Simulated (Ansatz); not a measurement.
Basis-set series for CH₃BrF₂Ge, SMILES `[CH3][Ge]([F])([F])[Br]`. The species carries charge 0 and has multiplicity 1. All single points use the PBE0-D4/def2-TZVP geometry.

Z-matrix (Å, degrees):
```
C
Ge 1 1.918
H 1 1.090 2 108.7
H 1 1.089 2 109.3 3 -119.9
H 1 1.089 2 109.3 3 119.9
F 2 1.721 1 111.0 3 -58.1
F 2 1.721 1 111.0 3 57.3
Br 2 2.274 1 115.6 3 179.6
```

| functional | basis | functions | energy (Eh) | HOMO (eV) | LUMO (eV) |
| --- | --- | --- | --- | --- | --- |
| PBE0-D4 | def2-SVP | 121 | -4889.33973 | -8.89 | -0.54 |
| PBE0-D4 | def2-QZVPP | 439 | -4890.32625 | -9.02 | -0.87 |
| ωB97M-V | def2-SVP | 121 | -4889.80014 | -11.11 | 1.57 |
| ωB97M-V | def2-QZVPP | 439 | -4890.78788 | -11.26 | 0.91 |

(1) Give the rows for def2-TZVPP. (An estimate is asked.)

Results:

(1) Ansatz gave: 
```csv
functional,basis,functions,energy (Eh),HOMO (eV),LUMO (eV)
PBE0-D4,def2-TZVPP,231,-4890.21467,-9.00,-0.76
ωB97M-V,def2-TZVPP,231,-4890.68025,-11.23,1.23
```

Positive LUMOs are unbound and depend on the basis. Scalar relativity is left out up to krypton.
